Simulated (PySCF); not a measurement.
## SMILES C(#CC)[C@H]1C[Se][C@@H]1F, C6H7FSe

Molfile (atoms numbered from 1):
```
C6H7FSe
     RDKit          3D

 15 15  0  0  0  0  0  0  0  0999 V2000
    3.0383   -0.1719   -0.2543 C   0  0  0  0  0  0  0  0  0  0  0  0
    1.6245   -0.1243    0.0384 C   0  0  0  0  0  0  0  0  0  0  0  0
    0.4559   -0.0862    0.3057 C   0  0  0  0  0  0  0  0  0  0  0  0
   -0.9662   -0.0387    0.5596 C   0  0  1  0  0  0  0  0  0  0  0  0
   -1.6409    1.3009    0.2193 C   0  0  0  0  0  0  0  0  0  0  0  0
   -3.2449    0.4222   -0.5544 Se  0  0  0  0  0  2  0  0  0  0  0  0
   -1.8025   -0.9433   -0.3544 C   0  0  2  0  0  0  0  0  0  0  0  0
   -2.1970   -2.1072    0.2135 F   0  0  0  0  0  0  0  0  0  0  0  0
    3.5514   -0.7873    0.4838 H   0  0  0  0  0  0  0  0  0  0  0  0
    3.1985   -0.5975   -1.2443 H   0  0  0  0  0  0  0  0  0  0  0  0
    3.4558    0.8342   -0.2300 H   0  0  0  0  0  0  0  0  0  0  0  0
   -1.1702   -0.3173    1.5985 H   0  0  0  0  0  0  0  0  0  0  0  0
   -1.8578    1.9469    1.0673 H   0  0  0  0  0  0  0  0  0  0  0  0
   -1.1095    1.8570   -0.5524 H   0  0  0  0  0  0  0  0  0  0  0  0
   -1.3398   -1.1796   -1.3182 H   0  0  0  0  0  0  0  0  0  0  0  0
  1  2  1  0
  2  3  3  0
  3  4  1  0
  4  5  1  0
  5  6  1  0
  6  7  1  0
  7  8  1  0
  7  4  1  0
  1  9  1  0
  1 10  1  0
  1 11  1  0
  4 12  1  1
  5 13  1  0
  5 14  1  0
  7 15  1  6
M  END
```

The calculation used PySCF, TDDFT PBE0/aug-cc-pVDZ circular dichroism and optical rotation, one conformer, gas phase. Geometry: GFN2-xTB.

The calculation is non-relativistic, which matters for the atoms heavier than Zn. States above about 6.5 eV (minus the energy of the highest occupied orbital) lie near or above the ionisation threshold and depend on the basis.

Task: Draw the ECD and absorption spectra from the lowest 16 states, each a Gaussian of half-width 0.35 eV at 1/e height.

Result: 
| E (eV) | λ (nm) | Δε (L mol⁻¹ cm⁻¹) | ε (L mol⁻¹ cm⁻¹) |
| --- | --- | --- | --- |
| 3.40 | 364 | -0.02 | 0.601 |
| 3.50 | 354 | -0.04 | 1.25 |
| 3.60 | 344 | -0.07 | 2.22 |
| 3.70 | 335 | -0.11 | 3.34 |
| 3.80 | 326 | -0.14 | 4.26 |
| 3.90 | 318 | -0.15 | 4.63 |
| 4.00 | 310 | -0.14 | 4.26 |
| 4.10 | 302 | -0.11 | 3.34 |
| 4.20 | 295 | -0.07 | 2.23 |
| 4.30 | 288 | -0.04 | 1.3 |
| 4.40 | 282 | -0.02 | 0.864 |
| 4.50 | 275 | -0.02 | 1.44 |
| 4.60 | 269 | -0.04 | 4.77 |
| 4.70 | 264 | -0.13 | 16.1 |
| 4.80 | 258 | -0.38 | 48.3 |
| 4.90 | 253 | -0.96 | 129 |
| 5.00 | 248 | -2.10 | 310 |
| 5.10 | 243 | -4.01 | 672 |
| 5.20 | 238 | -6.70 | 1320 |
| 5.30 | 234 | -9.72 | 2350 |
| 5.40 | 230 | -12.13 | 3780 |
| 5.50 | 225 | -12.83 | 5420 |
| 5.60 | 221 | -11.19 | 6890 |
| 5.70 | 217 | -7.58 | 7730 |
| 5.80 | 214 | -3.32 | 7650 |
| 5.90 | 210 | +0.16 | 6730 |
| 6.00 | 207 | +2.14 | 5410 |
| 6.10 | 203 | +2.98 | 4210 |
| 6.20 | 200 | +3.69 | 3460 |
| 6.30 | 197 | +5.21 | 3220 |
| 6.40 | 194 | +7.76 | 3360 |
| 6.50 | 191 | +10.67 | 3680 |
| 6.60 | 188 | +12.83 | 4010 |
| 6.70 | 185 | +13.36 | 4170 |

Δε uses R in velocity form, ε uses f in length form. Only the states computed contribute, so the short-wavelength end is incomplete.
